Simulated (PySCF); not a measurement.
Diatomic anions of Cs with the alkali metals

CCSD(T) with double-zeta basis sets in PySCF, for the lowest determinant that a PBE0 search found; no spin–orbit coupling. De refers to high-spin ground-configuration atoms (the charge goes to the atom of lower measured ionisation energy or higher electron affinity, which is not always the lowest computed limit).

```
 M      basis  reference, frozen orbitals  charged atom  state (unpaired electrons)  Re (Å)  ωe (cm⁻¹)  De (eV)
Li  def2-SVPD                     ROHF, 0           Li−               doublet (σ ↑)   4.248        111     0.53
Na  def2-SVPD                     ROHF, 1           Na−               doublet (σ ↑)   4.426       60.8     0.60
 K  def2-SVPD                     ROHF, 5            K−               doublet (σ ↑)   4.918       41.2     0.43
Rb  def2-SVPD                     ROHF, 0           Rb−               doublet (σ ↑)   5.148       29.5     0.44
```

The shortest bond is that of CsLi⁻ (4.248 Å), the longest that of CsRb⁻ (5.148 Å).

Down a group the atoms grow and get heavier, so bonds lengthen and wavenumbers fall; this series shows no clear exception.

Correlated steps freeze the inner cores (0 to 5 orbitals); shallow outer-core shells are correlated. Weak bonds: CsK⁻, CsRb⁻. Basis-set superposition, not corrected here, can be much of De in a small basis, most of all at correlated wavefunction levels. Spin–orbit coupling is left out. For an ion De counts to the pair picked by the measured ionisation energies or electron affinities, which need not be the lowest pair at this level. The CCSD T1 diagnostic is raised in CsK⁻, CsLi⁻, a sign that a single reference may not be enough there. States were picked by a PBE0 search and need not be the measured ground states.
